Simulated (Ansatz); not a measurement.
Input file for Ansatz (a program for electronic structure): R-B3LYP-D3(BJ)/def2-TZVP on GaH6P (a complex).

Ansatz 0.2 input:
```yaml
crystal:
  periodic: [false, false, false]
  atoms:
    - {symbol: Ga, position_ang: [-0.44984838, 0.48514723, 0.73382371]}
    - {symbol: H, position_ang: [-1.54068090, 1.45009852, 1.24085881]}
    - {symbol: H, position_ang: [-0.89677844, -0.81316388, 0.02660796]}
    - {symbol: H, position_ang: [0.94140583, 1.05666558, 0.40206571]}
    - {symbol: P, position_ang: [0.06699911, -0.61805015, 2.93859864]}
    - {symbol: H, position_ang: [0.91204680, -1.71054564, 2.99509112]}
    - {symbol: H, position_ang: [0.54977918, -0.01384480, 4.08418559]}
    - {symbol: H, position_ang: [-0.99863214, -1.24518551, 3.55725712]}
basis:
  gaussian:
    orbitals: def2-TZVP
hamiltonian:
  xc: b3lyp
  dispersion: d3bj
relax: {f_tol: 0.004, max_steps: 120}
scf: {lower_state_search: off}
```

The log:

```
WARN ansatz: RAYON_NUM_THREADS=2 ignored (pool sized by the plan → 2); use --threads N
Functional definition: B3LYP
these checks for a lower state are left out or cut short: stability, starts, cluster_reference, orbital_swaps, neighbouring_geometries, increment
integrals: 0.05 GiB planned
949 factors; their error is unknown
mean field: 0.44 GiB planned
mean field evaluation 1: about -61764.9765 eV, gradient 2.7e1 eV
mean field evaluation 2: about -61765.3857 eV, gradient 3.1e1 eV
mean field evaluation 4: about -61766.1128 eV, gradient 5.8e-1 eV
mean field evaluation 8: about -61766.2663 eV, gradient 1.1e-1 eV
mean field evaluation 16: about -61766.2663 eV, gradient 3.6e-6 eV
mean field -61766.26626884 eV, -2269.8684187010 hartree, gradient 3.6e-6 eV, S^2 0.000000; 0 other end points of the search recorded, 0 dependent functions left out
the calculation of the forces begins
reference -61766.26655626 eV, -2269.8684292634 hartree; 26, 26 occupied and 95, 95 virtual orbitals, 949 factors
relax step   1: F+E_penalty+E_count = -61766.51458712 eV  Δ(F+E_penalty+E_count) = +0.000e0 eV  max|allowed force component| = 5.976e-1 eV/Å  Δτ_max = 0.0000 Å  (13 SCF iters, accepted)
these checks for a lower state are left out or cut short: stability, starts, cluster_reference, orbital_swaps, neighbouring_geometries, increment
integrals: 0.05 GiB planned
949 factors; their error is unknown
mean field: 0.44 GiB planned
mean field -61766.33750895 eV, -2269.8710367268 hartree, gradient 2.0e-6 eV, S^2 0.000000; 0 other end points of the search recorded, 0 dependent functions left out
the calculation of the forces begins
reference -61766.33779609 eV, -2269.8710472787 hartree; 26, 26 occupied and 95, 95 virtual orbitals, 949 factors
relax step   2: F+E_penalty+E_count = -61766.58441251 eV  Δ(F+E_penalty+E_count) = -6.983e-2 eV  max|allowed force component| = 2.320e-1 eV/Å  Δτ_max = 0.0860 Å  (19 SCF iters, accepted)
these checks for a lower state are left out or cut short: stability, starts, cluster_reference, orbital_swaps, neighbouring_geometries, increment
integrals: 0.05 GiB planned
949 factors; their error is unknown
mean field: 0.44 GiB planned
mean field -61766.34552316 eV, -2269.8713312433 hartree, gradient 1.9e-6 eV, S^2 0.000000; 0 other end points of the search recorded, 0 dependent functions left out
the calculation of the forces begins
reference -61766.34581132 eV, -2269.8713418333 hartree; 26, 26 occupied and 95, 95 virtual orbitals, 949 factors
relax step   3: F+E_penalty+E_count = -61766.59079235 eV  Δ(F+E_penalty+E_count) = -6.380e-3 eV  max|allowed force component| = 4.160e-2 eV/Å  Δτ_max = 0.0584 Å  (19 SCF iters, accepted)
these checks for a lower state are left out or cut short: stability, starts, cluster_reference, orbital_swaps, neighbouring_geometries, increment
integrals: 0.05 GiB planned
949 factors; their error is unknown
mean field: 0.44 GiB planned
mean field evaluation 32: about -61766.1941 eV, gradient 5.3e-4 eV
mean field -61766.34634504 eV, -2269.8713614468 hartree, gradient 1.9e-6 eV, S^2 0.000000; 0 other end points of the search recorded, 0 dependent functions left out
the calculation of the forces begins
reference -61766.34663318 eV, -2269.8713720360 hartree; 26, 26 occupied and 95, 95 virtual orbitals, 949 factors
relax step   4: F+E_penalty+E_count = -61766.59151704 eV  Δ(F+E_penalty+E_count) = -7.247e-4 eV  max|allowed force component| = 1.695e-2 eV/Å  Δτ_max = 0.0121 Å  (19 SCF iters, accepted)
these checks for a lower state are left out or cut short: stability, starts, cluster_reference, orbital_swaps, neighbouring_geometries, increment
integrals: 0.05 GiB planned
949 factors; their error is unknown
mean field: 0.44 GiB planned
mean field -61766.34711886 eV, -2269.8713898842 hartree, gradient 1.9e-6 eV, S^2 0.000000; 0 other end points of the search recorded, 0 dependent functions left out
the calculation of the forces begins
reference -61766.34740699 eV, -2269.8714004728 hartree; 26, 26 occupied and 95, 95 virtual orbitals, 949 factors
relax step   5: F+E_penalty+E_count = -61766.59213648 eV  Δ(F+E_penalty+E_count) = -6.194e-4 eV  max|allowed force component| = 3.168e-2 eV/Å  Δτ_max = 0.0177 Å  (19 SCF iters, accepted)
these checks for a lower state are left out or cut short: stability, starts, cluster_reference, orbital_swaps, neighbouring_geometries, increment
integrals: 0.05 GiB planned
949 factors; their error is unknown
mean field: 0.44 GiB planned
mean field -61766.34783946 eV, -2269.8714163658 hartree, gradient 1.9e-6 eV, S^2 0.000000; 0 other end points of the search recorded, 0 dependent functions left out
the calculation of the forces begins
reference -61766.34812751 eV, -2269.8714269514 hartree; 26, 26 occupied and 95, 95 virtual orbitals, 949 factors
relax step   6: F+E_penalty+E_count = -61766.59274744 eV  Δ(F+E_penalty+E_count) = -6.110e-4 eV  max|allowed force component| = 3.694e-2 eV/Å  Δτ_max = 0.0226 Å  (18 SCF iters, accepted)
these checks for a lower state are left out or cut short: stability, starts, cluster_reference, orbital_swaps, neighbouring_geometries, increment
integrals: 0.05 GiB planned
949 factors; their error is unknown
mean field: 0.44 GiB planned
mean field -61766.34817225 eV, -2269.8714285956 hartree, gradient 1.9e-6 eV, S^2 0.000000; 0 other end points of the search recorded, 0 dependent functions left out
the calculation of the forces begins
reference -61766.34846014 eV, -2269.8714391756 hartree; 26, 26 occupied and 95, 95 virtual orbitals, 949 factors
relax step   7: F+E_penalty+E_count = -61766.59312329 eV  Δ(F+E_penalty+E_count) = -3.758e-4 eV  max|allowed force component| = 2.254e-2 eV/Å  Δτ_max = 0.0242 Å  (18 SCF iters, accepted)
these checks for a lower state are left out or cut short: stability, starts, cluster_reference, orbital_swaps, neighbouring_geometries, increment
integrals: 0.05 GiB planned
949 factors; their error is unknown
mean field: 0.44 GiB planned
mean field evaluation 64: about -61766.3477 eV, gradient 1.9e-6 eV
mean field -61766.34766310 eV, -2269.8714098847 hartree, gradient 1.9e-6 eV, S^2 0.000000; 0 other end points of the search recorded, 0 dependent functions left out
the calculation of the forces begins
reference -61766.34795085 eV, -2269.8714204595 hartree; 26, 26 occupied and 95, 95 virtual orbitals, 949 factors
relax step   8: F+E_penalty+E_count = -61766.59305944 eV  Δ(F+E_penalty+E_count) = +6.386e-5 eV  max|allowed force component| = 1.830e-2 eV/Å  Δτ_max = 0.0078 Å  (20 SCF iters, rejected (line search))
these checks for a lower state are left out or cut short: stability, starts, cluster_reference, orbital_swaps, neighbouring_geometries, increment
integrals: 0.05 GiB planned
949 factors; their error is unknown
mean field: 0.44 GiB planned
mean field -61766.34809710 eV, -2269.8714258342 hartree, gradient 3.0e-6 eV, S^2 0.000000; 0 other end points of the search recorded, 0 dependent functions left out
the calculation of the forces begins
reference -61766.34838492 eV, -2269.8714364111 hartree; 26, 26 occupied and 95, 95 virtual orbitals, 949 factors
relax step   9: F+E_penalty+E_count = -61766.59317984 eV  Δ(F+E_penalty+E_count) = -5.654e-5 eV  max|allowed force component| = 1.236e-3 eV/Å  Δτ_max = 0.0037 Å  (12 SCF iters, accepted)
these checks for a lower state are left out or cut short: stability, starts, cluster_reference, orbital_swaps, neighbouring_geometries, increment
integrals: 0.05 GiB planned
949 factors; their error is unknown
mean field: 0.44 GiB planned
mean field -61766.34811500 eV, -2269.8714264917 hartree, gradient 7.3e-7 eV, S^2 0.000000; 0 other end points of the search recorded, 0 dependent functions left out
the calculation of the forces begins
reference -61766.34840278 eV, -2269.8714370675 hartree; 26, 26 occupied and 95, 95 virtual orbitals, 949 factors
relax step  10: F+E_penalty+E_count = -61766.59319733 eV  Δ(F+E_penalty+E_count) = -1.750e-5 eV  max|allowed force component| = 1.666e-3 eV/Å  Δτ_max = 0.0047 Å  (13 SCF iters, accepted)
these checks for a lower state are left out or cut short: stability, starts, cluster_reference, orbital_swaps, neighbouring_geometries, increment
integrals: 0.05 GiB planned
949 factors; their error is unknown
mean field: 0.44 GiB planned
mean field -61766.34805365 eV, -2269.8714242372 hartree, gradient 1.9e-6 eV, S^2 0.000000; 0 other end points of the search recorded, 0 dependent functions left out
the calculation of the forces begins
reference -61766.34834135 eV, -2269.8714348098 hartree; 26, 26 occupied and 95, 95 virtual orbitals, 949 factors
relax step  11: F+E_penalty+E_count = -61766.59321275 eV  Δ(F+E_penalty+E_count) = -1.542e-5 eV  max|allowed force component| = 2.786e-3 eV/Å  Δτ_max = 0.0091 Å  (19 SCF iters, accepted)
these checks for a lower state are left out or cut short: stability, starts, cluster_reference, orbital_swaps, neighbouring_geometries, increment
integrals: 0.05 GiB planned
949 factors; their error is unknown
mean field: 0.44 GiB planned
mean field -61766.34815004 eV, -2269.8714277796 hartree, gradient 1.9e-6 eV, S^2 0.000000; 0 other end points of the search recorded, 0 dependent functions left out
the calculation of the forces begins
reference -61766.34843776 eV, -2269.8714383531 hartree; 26, 26 occupied and 95, 95 virtual orbitals, 949 factors
relax step  12: F+E_penalty+E_count = -61766.59322248 eV  Δ(F+E_penalty+E_count) = -9.722e-6 eV  max|allowed force component| = 3.426e-3 eV/Å  Δτ_max = 0.0068 Å  (19 SCF iters, accepted)
Total energy: -61766.59351020 eV, -2269.8804445989 hartree
Atom 0 at    -0.461399     0.489396     0.710294 Å, force    -0.000262     0.002992    -0.003426 eV/Å
Atom 1 at    -1.539448     1.497018     1.265618 Å, force     0.000461    -0.001513     0.001046 eV/Å
Atom 2 at    -0.950672    -0.798679    -0.055849 Å, force     0.000364    -0.000745     0.002097 eV/Å
Atom 3 at     1.003944     1.012477     0.455279 Å, force     0.000051    -0.000742     0.000685 eV/Å
Atom 4 at     0.033151    -0.670186     2.950516 Å, force     0.000085     0.000727    -0.000728 eV/Å
Atom 5 at     0.985654    -1.707244     2.994173 Å, force    -0.000899     0.000231     0.000074 eV/Å
Atom 6 at     0.522820     0.096112     4.026410 Å, force    -0.000063    -0.000443     0.000133 eV/Å
Atom 7 at    -1.009759    -1.327771     3.632048 Å, force     0.000263    -0.000508     0.000120 eV/Å
Dipole moment:     0.152186    -0.357352     0.689985 e Å
Checks for a lower state left out: stability, starts, cluster_reference, orbital_swaps, neighbouring_geometries, increment
```

The calculation finished and met its thresholds.

Cost: around 50 core-seconds (rough).
